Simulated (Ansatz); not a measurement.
System: BCl, charge 0, multiplicity 1. 
Coordinates optimised at B3LYP-D3(BJ)/def2-TZVP (Ansatz, a quantum-chemistry and plane-wave program):
```xyz
2

B      0.0000     0.0000    -1.3302
Cl     0.0000     0.0000     0.3912
```
Charge 0, spin multiplicity 1.

Quantity: vertical ionisation energy (to the doublet state of charge +1; each state is the SCF solution reached for its spin; for the singlet the Hartree-Fock reference is unstable and T1 is 0.016), in eV. Cores are frozen in the correlated levels unless marked. UHF or UKS for open shells. No spin-orbit coupling. Non-relativistic. CBS(X,Y): correlation extrapolated as X^-3; Hartree-Fock from the larger set.

CCSD(T)/CBS(aug-cc-pV(T+d)Z,aug-cc-pV(Q+d)Z) (Ansatz) gives 10.24 eV.

Another calculation gave 9.99 eV. Which level was it?
A. wB97M-V/def2-TZVPD (Ansatz)
B. r2SCAN/def2-TZVPD (Ansatz)
C. BHLYP/def2-TZVPD (Ansatz)

C, BHLYP/def2-TZVPD (Ansatz). The others give 10.17 (wB97M-V), 9.77 (r2SCAN) eV.
